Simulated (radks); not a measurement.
Initial-state core-level shifts of neutral titanium when its valence configuration changes from [Ar] 3d2 4s2. All-electron calculation, non-relativistic Kohn-Sham, r2SCAN, spin-polarised, spherical densities, point nucleus; open shells are filled with parallel spins first; meta-GGA in the generalised Kohn-Sham scheme. Program: a radial shooting solver on a logarithmic mesh with Libxc functionals. Shifts are changes of the shell-averaged eigenvalues in eV (positive: less bound); the change of the density at the nucleus, which sets a Mossbauer isomer shift, is in e/bohr^3, on a base of 7136.

valence	1s	2s	3s	3p	density at nucleus
3d3 4s1	+3.970	+4.517	+4.054	+3.893	-3.3216
3d2 4s1 4p1	-0.990	-0.997	-0.981	-0.966	-2.1426
4s2 4p2	-14.764	-16.821	-13.668	-13.076	+6.6807
3d1 4s2 4p1	-6.834	-7.722	-6.550	-6.279	+2.9233
3d1.5 4s2 4p0.5	-3.260	-3.665	-3.175	-3.049	+1.3361
3d2.5 4s1.5	+2.162	+2.485	+2.180	+2.084	-1.9821
3d1 4s1 4p2	-7.535	-8.437	-7.255	-6.971	-0.1165
3d2 4s1.5 4p0.5	-0.614	-0.612	-0.603	-0.597	-1.1082
3d4	+5.900	+6.850	+6.183	+5.912	-6.1941
